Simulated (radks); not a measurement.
Values are calculated unless marked as measured or tabulated.
Numerical settings for neutral scandium, [Ar] 3d1 4s2. Level of theory: non-relativistic Kohn-Sham, PBE, spin-polarised, spherical densities, point nucleus; open shells are filled with parallel spins first (a radial shooting solver on a logarithmic mesh with Libxc functionals). The defaults (mesh step 0.008 in ln r, mesh end at 40 bohr or more with all orbitals vanishing there, Anderson mixing 0.5 over 9 steps, residual threshold near 1e-9 with the energy settled to 1e-9 hartree or 1e-11 of itself, here a cap of 66 iterations) give E = -760.3909 hartree and 3d at -3.651 eV in 14 iterations. Run on one thread of a shared host, so times are rough (Arm Neoverse N1): 0.18 s of CPU time, 0.18 s wall, 14 iterations on 2669 mesh points. Changes against that run (0 stands for a change within the tolerance of the run):

setting                     iterations         converged  E (mhartree)  e(3d) (meV)  CPU (s)
mesh step in ln r 0.005             14               yes             0            0     0.28
mesh step in ln r 0.12               4                no      diverged            -     0.01
mesh step in ln r 0.2                4                no      diverged            -     0.01
mesh end (bohr) 5                   14  level above zero          +220    +3.75e+03     0.14
mesh end (bohr) 3                   13  level above zero     +2.27e+03    +1.68e+04     0.12
residual threshold 0.001             8               yes             0      +0.0706     0.13
residual threshold 1e-16            66                no             0            0      0.5
mixing 2.5                          18               yes             0            0     0.24
linear mixing, mixing 0.05          66                no       +0.0566         -103     0.67
linear mixing, mixing 0.2           66                no             0            0     0.59
mixing history 20                   16               yes             0            0      0.2
iteration cap 8                      8                no             0      -0.0366      0.1

Settled on a wrong energy, with an occupied level pushed above zero by the early mesh end: mesh end (bohr) 5 (+0.22 hartree); mesh end (bohr) 3 (+2.27 hartree). Apart from these: no run marked as converged misses the energy by more than 1 mhartree. A mesh that ends early acts as a hard wall.
